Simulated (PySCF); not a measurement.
An EPR job on `COC(=O)C[CH]B(F)F` [radical].

Computed with UKS B3LYP, pcH-1 on B C F H O, non-relativistic, mean-field spin-orbit, GIAO (PySCF 2.14.0). Geometry: GFN2-xTB. The command runs a driver script over a list of jobs; the input below is this job's line of settings and its coordinates in Å.

Command:
```bash
OMP_NUM_THREADS=1 python probes_run.py task.json out
```

Input:
```
{"job": {"kind": "epr", "basis": "pcH-1"}, "charge": 0, "multiplicity": 2}
C      2.174882     1.217631    -0.416822
O      1.157789     0.251997    -0.676552
C      0.729810    -0.489547     0.330470
O      1.141942    -0.462998     1.455139
C     -0.429486    -1.390862    -0.141494
C     -1.650959    -0.616609     0.150716
B     -2.346914     0.271540    -0.858228
F     -3.408070     1.011110    -0.553786
F     -1.963764     0.369290    -2.127729
H      1.726510     2.211418    -0.441103
H      2.920156     1.126813    -1.205286
H      2.625191     1.036390     0.560182
H     -0.379001    -2.316520     0.432419
H     -0.308076    -1.562110    -1.210155
H     -1.994423    -0.649552     1.174662
```

What does the run print?

```
UKS, coarse grid
  cycle   1  E = -530.92990086  |g| = 8.06e-01
  cycle   2  E = -530.22244283  |g| = 1.59e+00
  cycle   3  E = -531.09926193  |g| = 3.50e-01
  cycle   4  E = -531.14580584  |g| = 8.08e-02
  cycle   5  E = -531.14730815  |g| = 4.46e-02
  cycle   6  E = -531.14812023  |g| = 8.89e-03
  cycle   7  E = -531.14816233  |g| = 2.38e-03
  cycle   8  E = -531.14816668  |g| = 1.34e-03
  cycle   9  E = -531.14816783  |g| = 5.83e-04
UKS, final grid
  cycle   1  E = -531.14822408  |g| = 8.47e-04
  cycle   2  E = -531.14822368  |g| = 1.38e-03
  cycle   3  E = -531.14822433  |g| = 1.94e-04
  cycle   4  E = -531.14822434  |g| = 3.53e-05
  cycle   5  E = -531.14822434  |g| = 2.11e-05
E = -531.14822434 Eh   <S^2> = 0.7530 (exact 0.7500)
g shifts (ppm)      1          2          3
  rmc          -159       -159       -159
  gc              7         43         31
  oz_so         -14       1124       1661
  total        -166       1007       1533
hyperfine (MHz)  atom isotope    a_iso     a_fc   dipolar eigenvalues
    0   13C       1.04       1.04     -0.58     -0.44      1.02
    1   17O      -5.16      -5.16     -3.35      1.20      2.16
    2   13C      87.69      87.69     -6.36     -5.53     11.89
    3   17O      -1.60      -1.60    -11.70      4.52      7.18
    4   13C     -25.90     -25.90     -3.50      0.37      3.13
    5   13C      58.30      58.30    -67.70    -66.94    134.64
    6   11B     -28.68     -28.68     -9.43     -1.24     10.67
    7   19F      17.72      17.72    -55.97    -51.38    107.35
    8   19F      15.29      15.29    -50.35    -45.78     96.13
    9    1H       1.50       1.50     -1.10     -0.70      1.81
   10    1H      -0.40      -0.40     -0.77     -0.73      1.50
   11    1H      -0.16      -0.16     -1.09     -0.78      1.87
   12    1H      48.18      48.18     -4.10     -3.69      7.79
   13    1H      24.57      24.57     -4.14     -3.71      7.85
   14    1H     -52.26     -52.26    -31.85     -1.37     33.21
```

rmc, gc and oz_so are the mass-correction, gauge-correction and orbital-Zeeman/spin–orbit parts of the g shift along its three principal axes; a_iso is the isotropic hyperfine coupling and a_fc its Fermi-contact part. Atoms in this output count from 0.

How far is ⟨S²⟩ from the pure-spin value?

S = 0.5 gives S(S+1) = 0.75; the run has 0.7530, 0.0030 more.

Get g_iso from the total shifts.

Their mean is 791 ppm; added to g_e = 2.002319 it gives 2.00311.

Main results: ⟨S²⟩ 0.753; g_iso 2.0031.

Isolated species at its GFN2-xTB geometry (one conformer only). GFN2-xTB frequencies show an imaginary mode (40i cm⁻¹), so this geometry is no minimum at that level.

The run took 88 s wall (grids of density and orbitals included) on one thread of an Arm Neoverse V1 (shared host), and the process peaked at 0.97 GiB of memory.
Labels such as C1 count atoms from 1, the log's own numbers from 0.
